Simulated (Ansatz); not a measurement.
This geometry of H$_{2}$OSZn (5 atoms, charge 0, multiplicity 1) is a first-order saddle point.

Method: Ansatz, RKS PBE/def2-TZVP.

```xyz
5
Properties=species:S:1:pos:R:3
O -1.596 -0.901 0.584
Zn -0.312 0.159 -0.071
S 1.073 1.581 -0.921
H -1.257 -1.721 0.979
H 2.142 0.808 -0.611
```

Q: Which two structures does it join? (They come from a converged band through this point; their orientation in space is the band's.)

A: No bond is made or broken.  The two ends are copies of one structure, up to a mirror image or an exchange of like atoms.

Image 0:

```xyz
5
Properties=species:S:1:pos:R:3
O -1.330 -1.344 -0.193
Zn -0.243 0.076 -0.125
S 1.032 1.812 -0.204
H -1.569 -1.677 0.688
H 2.159 1.059 -0.207
```

Image 6:

```xyz
5
Properties=species:S:1:pos:R:3
O -1.163 -0.858 1.220
Zn -0.219 0.148 0.081
S 0.915 1.483 -1.175
H -1.550 -1.643 0.799
H 2.066 0.798 -0.967
```

Q: How far does it lie above each of them?

A: 0.6 kcal/mol above the first and 0.6 kcal/mol above the second. This is the barrier of this one path; another mechanism may lie lower.

Run time: 62 s on 2 threads of Arm Neoverse V1, with other jobs on the host, peak memory 0.16 GiB.
